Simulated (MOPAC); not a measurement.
Job for MOPAC: PM7 on BeC, 2S+1 = 3, a spin state set in the input, which need not be the lowest, a point of a bond scan (R = 1.725 Å).

```
PM7 1SCF PRECISE CHARGE=0 UHF MS=1 THREADS=1
CBe

Be     0.00000000 1     0.00000000 1     0.00000000 1
C      0.00000000 1     0.00000000 1     1.72504600 1
```

Output:

```
*******************************************************************************
 **                                                                           **
 **                              MOPAC v23.2.5                                **
 **                                                                           **
 *******************************************************************************
 ** MOPAC's Digital Object Identifier: https://doi.org/10.5281/zenodo.6511958 **
 **                                                                           **
 ** Please cite the open-source release paper for use of this MOPAC version:  **
 ** J. E. Moussa and J. J. P. Stewart (2026)                                  **
 ** MOPAC: An open-source semiempirical molecular orbital program             **
 ** J. Open Source Softw., 11(119), 8025, https://doi.org/10.21105/joss.08025 **
 *******************************************************************************

                              PM7 CALCULATION RESULTS

 *******************************************************************************
 *  PM7        - The PM7 Hamiltonian to be used
 *  UHF        - UNRESTRICTED HARTREE-FOCK CALCULATION
 *
 *
 *
 *                 CHARGE ON SYSTEM = 0
 *
 *
 *
 *  MS=        - IN MECI, MAGNETIC COMPONENT OF SPIN =  1.0
 *  PRECISE    - TIGHTER CRITERIA TO BE USED
 *  1SCF       - DO 1 SCF AND THEN STOP
 *  THREADS=1  - MULTI-THREADING NOT USED
 *  T=         - A TIME OF 172800.0 SECONDS REQUESTED
 *  DUMP=N     - RESTART FILE WRITTEN EVERY 7200.0 SECONDS REQUESTED
 *******************************************************************************
PM7 1SCF PRECISE CHARGE=0 UHF MS=1 THREADS=1
 CBe

   ATOM   CHEMICAL          X               Y               Z
  NUMBER   SYMBOL      (ANGSTROMS)     (ANGSTROMS)     (ANGSTROMS)

     1      Be          0.00000000  *   0.00000000  *   0.00000000  *
     2       C          0.00000000  *   0.00000000  *   1.72504600  *



          CARTESIAN COORDINATES

    NO.       ATOM           X           Y           Z

     1        Be          0.0000      0.0000      0.0000
     2         C          0.0000      0.0000      1.7250

 General Reference for PM7:
 "Optimization of Parameters for Semiempirical Methods VI: More Modifications to the
 NDDO Approximations and Re-optimization of Parameters", J. J. P. Stewart, J. Mol. Mod., 1:32, 19 (2013)
 https://link.springer.com/article/10.1007/s00894-012-1667-x

           Empirical Formula: C Be  =     2 atoms



      MOLECULAR POINT GROUP   :   C*v


          UHF CALCULATION, NO. OF ALPHA ELECTRONS =    4
                           NO. OF BETA  ELECTRONS =    2

 -------------------------------------------------------------------------------
 PM7 1SCF PRECISE CHARGE=0 UHF MS=1 THREADS=1
 CBe



     1SCF WAS SPECIFIED, SO BFGS WAS NOT USED
     SCF FIELD WAS ACHIEVED


                              PM7 CALCULATION
                                                       MOPAC v23.2.5 Linux




          FINAL HEAT OF FORMATION =        210.58058 KCAL/MOL =     881.06915 KJ/MOL


          COSMO AREA              =         77.81 SQUARE ANGSTROMS
          COSMO VOLUME            =         61.60 CUBIC ANGSTROMS

          IONIZATION POTENTIAL    =          8.275673 EV
          ALPHA SOMO LUMO (EV)    =         -8.276  0.124
          BETA  SOMO LUMO (EV)    =         -9.408  1.673
          NO. OF ALPHA ELECTRONS  =          4
          NO. OF BETA  ELECTRONS  =          2
          MOLECULAR WEIGHT        =         21.0232         POINT GROUP:  C*v

          MOLECULAR DIMENSIONS (Angstroms)

            Atom       Atom       Distance
            C     2   Be     1     1.72505
            C     2   Be     1     0.00000
           Be     1    C     2     0.00000


          SCF CALCULATIONS        =          1





   ATOM   CHEMICAL          X               Y               Z
  NUMBER   SYMBOL      (ANGSTROMS)     (ANGSTROMS)     (ANGSTROMS)

     1      Be          0.00000000  *   0.00000000  *   0.00000000  *
     2       C          0.00000000  *   0.00000000  *   1.72504600  *

                             CARTESIAN COORDINATES

   1   Be        0.000000000     0.000000000     0.000000000
   2    C        0.000000000     0.000000000     1.725046000


           Empirical Formula: C Be  =     2 atoms



      MOLECULAR POINT GROUP   :   C*v


          ALPHA EIGENVALUES
 -16.96796  -8.65105  -8.27567  -8.27567   0.12406   3.45948   3.45948   5.18039


           BETA EIGENVALUES
 -16.21758  -9.40847   1.67339   1.77966   1.77966   4.21856   4.21856   5.29235


              NET ATOMIC CHARGES AND DIPOLE CONTRIBUTIONS

  ATOM NO.   TYPE          CHARGE      No. of ELECS.   s-Pop       p-Pop
    1         Be           0.323173        1.6768     1.05496     0.62187
    2          C          -0.323173        4.3232     1.65511     2.66806
 DIPOLE           X         Y         Z       TOTAL
 POINT-CHG.     0.000     0.000    -2.678     2.678
 HYBRID         0.000     0.000     0.716     0.716
 SUM            0.000     0.000    -1.961     1.961


          ATOMIC ORBITAL ELECTRON POPULATIONS

     Atom    s        px        py        pz
    1 Be   1.05496   0.03333   0.03333   0.55521
    2  C   1.65511   0.96667   0.96667   0.73472


                    (SZ)    =    1.000000
                    (S**2)  =    3.003940


          ATOMIC ORBITAL SPIN POPULATIONS

    Atom   Total    s     px     py     pz
         Atomic
    1 Be  0.7738  0.540  0.033  0.033  0.167
    2  C  1.2262 -0.106  0.967  0.967 -0.601

 **********************
 *                    *
 * JOB ENDED NORMALLY *
 *                    *
 **********************




 == MOPAC DONE ==
```

The run finished. Its determinant has ⟨S²⟩ = 3.00, a mixture of spin states.

Cost: very roughly 0.03 core-seconds.
